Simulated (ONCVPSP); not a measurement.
## Ranking ONCV potentials for Mg (Z = 12)

All share these settings but for the change named:

```
Element                 : Mg (Z = 12)
Generator               : ONCVPSP 4.0.1
Type                    : optimised norm-conserving Vanderbilt (ONCV)
Functional              : LDA (Perdew-Wang 92)
Relativity              : scalar-relativistic
Frozen core             : [He]
Valence charge          : 10
Reference configuration : 2s2 2p6 3s1 3p1
Partial waves           : 2s+3s: rc 1.15 bohr, ncon 3, nbas 7, qcut 8.7 1/bohr, 2 projectors; 2p+3p: rc 1.05 bohr, ncon 4, nbas 9, qcut 11.2 1/bohr, 2 projectors; d scattering state at 0.42 Ha: rc 1.20 bohr, ncon 4, nbas 8, qcut 7.2 1/bohr, 2 projectors, debl 2.4 Ha
Local potential         : polynomial inside 0.95 bohr (lpopt 5, dvloc0 0 Ha)
Core correction         : Teter function fitted to the true core (icmod 2), fcfact 0.5
```

Cutoff: the first of the cutoffs (Ha) at which the residual kinetic energy of the hardest occupied pseudo-wave falls to 1 and 0.1 mHa per electron; the density cutoff is not measured.

The base gives 56 Ha.

Of 8 variants that were run, those that failed, showed a ghost or another fault, or gave nearly equal values are left out.

A variant can come out equal or close to the base.

Question: Rank these variants from softest to hardest (loose cutoff).
A. s: qcut 6.7; p: qcut 8.7; d: qcut 5.6
B. s: qcut 8.4; p: qcut 10.8; d: qcut 6.9
C. s: qcut 7.8; p: qcut 10; d: qcut 6.4
D. s: qcut 11.8; p: qcut 15.1; d: qcut 9.7
E. s: qcut 5.6; p: qcut 7.2; d: qcut 4.7

Answer: B (54 Ha), C (62 Ha), D (77 Ha), A (218 Ha), E (249 Ha).
